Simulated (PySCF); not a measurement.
## Excited states of Hf⁴⁺ (hafnium, charge +4)

Ground state [Xe] 4f14, ¹S. All numbers are calculated (PySCF 2.14, the spin-free X2C one-electron Hamiltonian (Gaussian nucleus), in x2c-TZVPall with one added diffuse shell each of s, p, d type (12s8p8d2f, 90 functions)). Vertical excitation energies in eV without spin-orbit coupling; excited terms of each kind are numbered among those the solver found. Frozen: [Kr] 4d10 4f14.

```
 term  leading excitation  EOM-EE-CCSD
1 3P°              5p → d       35.406
1 3F°              5p → d       36.624
1 1D°              5p → d       38.386
1 3D°              5p → d       38.448
1 1F°              5p → d       38.502
1 1P°              5p → s       43.099
 1 3S              5p → p       49.239
 1 3D              5p → p       50.255
 1 1D              5p → p       50.591
 1 1P              5p → p       50.872
 1 3P              5p → p       50.911
 1 1S              5p → p       52.208
```

The spin-orbit splitting of the hole, absent here, rivals or exceeds the spacing of these terms, so the LS terms are model states.

The solver can miss terms.
